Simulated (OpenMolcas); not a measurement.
# neutral germanium: effect of the active space

| Property | Result |
| --- | --- |
| Program | OpenMolcas |
| Method | CASSCF or its RAS form |
| Basis | ANO-RCC-VQZP |
| Scalar Hamiltonian | DKH2, point nucleus |
| Spin-orbit coupling | state interaction with AMFI integrals over the reference wave functions, term energies averaged over their components |

A. 2 electrons in 3 orbitals (4p); 2S+1 = 3 even, 3 roots; 2S+1 = 1 even, 6 roots; cost about 2.2 core-seconds
B. 4 electrons in 4 orbitals (4s 4p); 2S+1 = 3 even, 3 roots; 2S+1 = 1 even, 6 roots; 2S+1 = 5 odd, 1 root; 2S+1 = 3 odd, 5 roots; cost of the order of 10 core-seconds
C. 4 electrons in 8 orbitals (4s 4p 5s 5p); 2S+1 = 3 even, 3 roots; 2S+1 = 1 even, 6 roots; 2S+1 = 5 odd, 1 root; 2S+1 = 3 odd, 5 roots; cost of the order of 13 core-seconds
D. 2 electrons in 9 orbitals (RAS2 4p; RAS3 4d 5s, at most 1 electron); 2S+1 = 3 even, 3 roots; 2S+1 = 1 even, 6 roots; 2S+1 = 3 odd, 3 roots; 2S+1 = 1 odd, 3 roots; cost of the order of 13 core-seconds
E. 4 electrons in 9 orbitals (RAS2 4s 4p; RAS3 4d, at most 2 electrons); 2S+1 = 3 even, 3 roots; 2S+1 = 1 even, 6 roots; 2S+1 = 5 odd, 1 root; 2S+1 = 3 odd, 5 roots; 2S+1 = 1 odd, 5 roots (0 in the spin-orbit step); cost roughly 21 core-seconds

Energies in eV above 4s² 4p² ³P₀, the measured ground level; measured values from NIST Handbook of Basic Atomic Spectroscopic Data.

| Level | A | B | C | D | E | Measured |
| --- | --- | --- | --- | --- | --- | --- |
| 4s² 4p² ³P₀ | 0.0000 | 0.0000 | 0.0000 | 0.0000 | 0.0000 | 0.0000 |
| 4s² 4p² ³P₁ | 0.0577 | 0.0602 | 0.0561 | 0.0577 | 0.0600 | 0.0691 |
| 4s² 4p² ³P₂ | 0.1537 | 0.1560 | 0.1454 | 0.1537 | 0.1579 | 0.1748 |
| 4s² 4p² ¹D₂ | 1.1633 | 1.1773 | 1.1101 | 1.1633 | 1.1637 | 0.8834 |
| 4s² 4p² ¹S₀ | 2.7046 | 2.1028 | 1.9360 | 2.7045 | 2.4863 | 2.0293 |

Deviations, from unrounded energies. A percentage is the sum of absolute deviations over the sum of measured energies, with the sign that they share, or ± where signs differ.

```tsv
Against measurement	Levels	A	B	C	D	E
mean absolute deviation (cm-1)	4	2000	800	730	2000	1500
fine structure of the ground term (%)	2	-13.3	-11.4	-17.4	-13.3	-10.7
other terms of the ground configuration (%)	2	+32.8	+12.6	±11.0	+32.8	+25.3
```

C lies closest to measurement on these levels and A furthest from it. The largest miss of C in the table is 4s² 4p² ¹D₂, by +1800 cm-1. The ranking rests on the paired levels alone, and a cruder setting can come out closer through cancelling errors.

Among A to E the level of the table that moves most is 4s² 4p² ¹S₀, by 6200 cm-1 (lowest in C, highest in A).

Without dynamic correlation excited terms often stand tens of per cent too high (terms of higher spin than the ground term too low), and those without a measured partner can miss by more than the paired ones. With the s shell closed, the reference lacks s² → p² mixing (holds for A; D). Active for correlation alone: 5p 5s; no level in the range computed is led by a configuration that fills them, so any true level of that kind is missing (holds for C). No level of 4s² 4p 4d was computed, though it lies in the active space (holds for D). Some high roots are left out of the spin-orbit mixing, which shifts the levels that they would mix with (holds for E). Active for correlation alone: 4d; no level in the range computed is led by a configuration that fills it, so any true level of that kind is missing (holds for E). Measured partners are found by configuration, term and J. A level has none where our copy of the source lacks it or the pairing is in doubt (some pairs that miss far off the trend of their configuration count as doubtful), and it then counts in no deviation. Only configurations of the active space appear. The table leaves out levels that lie high or whose names do not pair safely across all columns.
